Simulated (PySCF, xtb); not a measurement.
CH₂N, SMILES [CH][NH] (connectivity only; charge and spin as stated), neutral, multiplicity 2.

Harmonic wavenumbers (cm⁻¹) from xtb with GFN2-xTB at its own minimum, in rising order: 879, 976, 1155, 1880, 3009, 3327.

Q: What does PBE-D3(BJ)/def2-TZVPD run with PySCF give at its own minimum? (Estimate from the structure and the level; the computed values follow.)

A: 884, 946, 1150, 1756, 2940, 3322. Paired by order, the mean absolute difference is 40 cm⁻¹ and the zero-point energies are 16.0 and 15.7 kcal/mol.
